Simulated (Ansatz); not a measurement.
Computed with Ansatz on PBE0-D4/def2-TZVP structures; ΔE is electronic, products minus reactants. CCSD(T)/CBS adds triple-zeta CCSD(T) − MP2 to the extrapolated MP2 energy (def2 sets, frozen cores). This one scheme is used for every species. Functionals use def2-TZVPP. Each species was taken in one conformer, which may not be the lowest.

Reaction (hydrogenolysis of the Si–P bond): `O[SiH2][SiH2]P` + H₂ → `O[SiH2][SiH3]` + PH₃

CCSD(T)/CBS gives +1.6 kcal/mol.

(1) Another level gave +0.4 kcal/mol. Which?
A. MP2/def2-TZVPP
B. PBE-D4/def2-TZVPP
C. ωB97X-V/def2-TZVPP
D. B2PLYP/def2-TZVPP

Largest T1 diagnostic among the species: 0.013.

Answers

(1) C. ωB97X-V 0.4, B2PLYP -0.6, MP2/def2-TZVPP 2.1, PBE-D4 3.5 kcal/mol.

The D4 term adds +3.1 kcal/mol with B3LYP and +1.7 kcal/mol with PBE0; it sums over pairs of atoms, weighted by their polarisabilities, and B3LYP, whose exchange is more repulsive, gets the larger term. In def2-TZVPP, CCSD(T) changes the Hartree–Fock value by +6.3 kcal/mol (the triples alone add +1.4 kcal/mol) and MP2 by +8.1 kcal/mol.

B3LYP here is the variant with VWN-RPA as its local correlation; programs differ in this.
